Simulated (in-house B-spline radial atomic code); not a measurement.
Configurations of the arsenic ion As⁴⁺, with energies counted from [Ar] 3d10 4s1. Method: scalar-relativistic (X2C) wB97X, spin-polarised, spherical fractional occupations, Fermi nucleus of rms radius 4.0968 fm. Calculated with a radial B-spline atomic code at the basis-set limit. Caution: exact exchange at fractional occupations of open shells leaves self-interaction of up to several eV. Shells without spins written out take the highest spin.

Occupations are held fixed; configurations that lie above the ionisation limit could autoionise.

```
                                          configuration  E - E(ref) (eV)  highest orbital  its <r> (bohr)
                                          [Ar] 3d10 5s1           31.911            5s up           3.383
                                           [Ar] 3d9 4s2           42.835          4s down           1.629
                                          [Ar] 3d10 4f1           43.656            4f up           3.766
[Ar] 3d(5 up, 4 down) 4s(1 up, 0 down) 4p(1 up, 0 down)            56.95            4p up           1.824
                              [Ne] 3s2 3p5 3d10 4s1 4p1           151.71            4p up           1.821
                              [Ne] 3s2 3p5 3d10 4s1 5s1           172.19            5s up           3.305
```

(1) Order these further configurations by energy, lowest first.
A. [Ne] 3s2 3p5 3d10 4s1 4d1
B. [Ne] 3s2 3p5 3d10 4s1 5p1
C. [Ar] 3d(4 up, 5 down) 4s(1 up, 0 down) 4d(1 up, 0 down)
D. [Ar] 3d9 4s1 4d1
E. [Ar] 3d(4 up, 5 down) 4s(1 up, 0 down) 5p(0 up, 1 down)

(2) How far above the reference does [Ne] 3s2 3p(2 up, 3 down) 3d10 4s(1 up, 0 down) 4d(0 up, 1 down) lie?

(3) How far above the reference does [Ar] 3d10 4p1 lie?

Answers

(1) D (76.331 eV), C (76.653 eV), E (84.249 eV), A (171.16 eV), B (178.46 eV).

(2) 171.99 eV; its least bound orbital is 4d down with <r> = 2.43 bohr.

(3) 15.198 eV; its least bound orbital is 4p up with <r> = 1.913 bohr.
